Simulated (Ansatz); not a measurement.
Basis-set extrapolation for CH$_{5}$BOSi, SMILES `B1CO[SiH2]1` (PBE0-D4/def2-TZVP geometry, frozen core, Ansatz). Multiplicity 1, RHF reference.

```json
{"": "HF", "def2-TZVPP": "-429.294087", "def2-QZVPP": "-429.309825"}
{"": "MP2 correlation", "def2-TZVPP": "-0.614327", "def2-QZVPP": "-0.659488"}
{"": "CCSD(T) correlation", "def2-TZVPP": "-0.679007", "def2-QZVPP": "not run"}
```

Energies in hartree. Use E(X) = E(∞) + A·exp(−7.88·√X) for Hartree–Fock and E(X) = E(∞) + B·X^(−2.97) for correlation, with X = 3 and 4, and add CCSD(T) minus MP2 of the smaller set to the MP2 limit.

Task: What is the CCSD(T) energy at the basis-set limit?

Result: HF limit: -429.309825 + (-0.015738) × 0.13774 = -429.31199. MP2 limit: -0.659488 + (-0.045161) × 0.74074 = -0.69294. Higher-order term: -0.679007 − (-0.614327) = -0.06468. Total: -430.06961 hartree, 60.6 kcal/mol below CCSD(T)/def2-TZVPP.
